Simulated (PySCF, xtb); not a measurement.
SiFI3, SMILES I[Si](I)(F)I.

xtb 6.7.1 with GFN2-xTB at its own geometry gives an orbital gap of 4.72 eV and a dipole moment of 1.36 D.

Coordinates come from a B3LYP-D3(BJ)/def2-SVP optimisation. The def2 effective core potentials stand for the cores of I; spin–orbit coupling is left out.

Problem. What does PBE/def2-TZVP run with PySCF give? (An estimate is asked for; the answer gives what the named calculation found.)

Solution. gap 3.50 eV (levels -6.69 and -3.18 eV), dipole 0.96 D.
